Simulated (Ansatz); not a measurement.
`NB(N)S` + `CO[Si]C` → `CB(N)S` + `CO[Si]N`  (redistribution)

Isolated molecules relaxed with PBE0-D4/def2-TZVP in Ansatz; ΔE leaves out vibrations. CCSD(T)/CBS is the MP2 limit (def2-TZVPP, def2-QZVPP) plus CCSD(T) − MP2 in def2-TZVPP, frozen cores. Functionals use def2-TZVPP. Each species was taken in one conformer, which may not be the lowest.

(1) Is it downhill or uphill in electronic energy at CCSD(T)/CBS, and by how much? (Best estimate.)

(2) What do these levels give: PBE-D4, BLYP-D4, r2SCAN0-D4, PBE-QIDH, HF/def2-TZVPP, MP2/def2-TZVPP? (Estimate.)

(3) What do rigid-rotor, harmonic-oscillator terms from PBE0-D4/def2-TZVP frequencies (298.15 K, 1 bar) make of the CCSD(T)/CBS value? (An estimate is asked.)

Largest T1 diagnostic among the species: 0.014.

Answers

(1) The calculation gave: Downhill: ΔE = -0.48 eV.

(2) The calculation gave: PBE-D4 -0.46, BLYP-D4 -0.46, r2SCAN0-D4 -0.49, PBE-QIDH -0.49, HF/def2-TZVPP -0.47, MP2/def2-TZVPP -0.51 eV.

(3) Ansatz gave: ΔZPE = +0.04 eV, ΔH = -0.45 eV, ΔS = -11 J/(mol·K), ΔG = -0.42 eV. Modes under 50 cm⁻¹ make the entropy rough.

Leaving LDA and LC-ωPBE aside and taking each functional with its dispersion term where it has one, the values, not all of them listed here, spread over 0.06 eV, from B97M-V to revPBE-D4.
